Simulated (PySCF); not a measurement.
tetrachloroaluminate (AlCl4), SMILES [Cl][Al-]([Cl])([Cl])[Cl], charge -1.

Coordinates come from a B3LYP-D3(BJ)/def2-SVPD optimisation.

These are PBE/def2-SVPD run with PySCF values and carry that method's errors.

Symmetry labels are those of the subgroup D2 that the program uses (full group Td).

### Question
List the valence orbital energies around the gap with their symmetry. (Estimate from the structure and the level; the computed values follow.)

### Answer

| orbital | symmetry | energy (eV) |
|---|---|---|
| HOMO−7 | A | -3.88 |
| HOMO−6 | A | -3.88 |
| HOMO−5 | B1 | -3.72 |
| HOMO−4 | B2 | -3.72 |
| HOMO−3 | B3 | -3.72 |
| HOMO−2 | B1 | -3.18 |
| HOMO−1 | B2 | -3.18 |
| HOMO | B3 | -3.18 |
| LUMO | A | 2.65 |
| LUMO+1 | B1 | 4.00 |
| LUMO+2 | B2 | 4.00 |
| LUMO+3 | B3 | 4.00 |
